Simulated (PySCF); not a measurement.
This PySCF input asks for the NMR shieldings of `N#C[C@@H]1CCC[SiH2]1`, C5H9NSi; the geometry comes from PBE0-D3(BJ)/def2-SVP.

```python
import basis_set_exchange as bse
import numpy as np
from pyscf import gto, dft
from pyscf.prop import nmr

atoms = """
N     3.495749   -0.037990   -0.546829
C     2.428712   -0.167773   -0.112882
C     1.085130   -0.324024    0.400207
C     0.382811   -1.632095   -0.027028
C    -1.109475   -1.480461    0.265818
C    -1.613346   -0.173475   -0.367426
Si   -0.170956    1.036250   -0.140055
H     1.135775   -0.281256    1.502925
H     0.537041   -1.786145   -1.108649
H     0.819907   -2.503991    0.484319
H    -1.671940   -2.356303   -0.094701
H    -1.257588   -1.443517    1.359279
H    -2.562635    0.172368    0.067357
H    -1.785647   -0.311445   -1.448000
H     0.249705    1.721489   -1.395738
H    -0.359813    2.045936    0.943189
"""
names = dict.fromkeys(["N", "C", "Si", "H"], "pcSseg-1")
basis = {el: gto.basis.parse(bse.get_basis(n, elements=[el], fmt="nwchem")) for el, n in names.items()}
mol = gto.M(atom=atoms, basis=basis, charge=0, verbose=0)
mf = dft.RKS(mol, xc="GGA_XC_KT3")
mf.grids.level = 2
mf.grids.alignment = dft.numint.BLKSIZE   # the property module wants whole blocks of grid points
mf.conv_tol = 1e-9
mf.kernel()

calc = nmr.RKS(mf)   # GIAO
sigma = calc.kernel()   # uncoupled for a functional without exact exchange
for i, s in enumerate(sigma):   # ppm
    print("%2d %-2s %9.2f" % (i, mol.atom_pure_symbol(i), np.trace(s) / 3))
```

Question: What are the results?

Answer: 
```
 0 N     -12.86
 1 C      70.37
 2 C     167.92
 3 C     144.98
 4 C     151.09
 5 C     171.34
 6 Si    384.44
 7 H      29.65
 8 H      29.94
 9 H      29.00
10 H      29.17
11 H      30.16
12 H      30.23
13 H      30.39
14 H      27.13
15 H      27.14
```

These numbers come from an equivalent density-fitted implementation of the same equations, which agrees with the script to about 0.01 ppm for H and up to a few tenths of a ppm for heavy atoms, so last digits may differ.

Question: Turn these shieldings into chemical shifts. Referencing at the same level of theory: $^{15}$N (262.01 ppm) against NH3; TMS for $^{13}$C (182.31 ppm), $^{29}$Si (365.51 ppm), $^{1}$H (31.32 ppm).

Answer: Averaging equivalent atoms: N 0: 274.9; C 1: 111.9; C 3: 37.3; C 4: 31.2; C 2: 14.4; C 5: 11.0; Si 6: -18.9; H 14: 4.19; H 15: 4.18; H 9: 2.32; H 10: 2.15; H 7: 1.67; H 8: 1.38; H 11: 1.16; H 12: 1.09; H 13: 0.93 ppm. Experimental scales use liquid or dissolved standards, which lie at an offset from isolated NH3 (liquid NH3: subtract about 20 ppm). Unscaled 15N shifts of sp2 nitrogen come out 20 to 40 ppm too high even then.

Size and cost of the density-fitted run: 171 basis functions, 54 s wall time on 1 thread of an Arm Neoverse N1, shared host; peak memory 0.72 GiB.
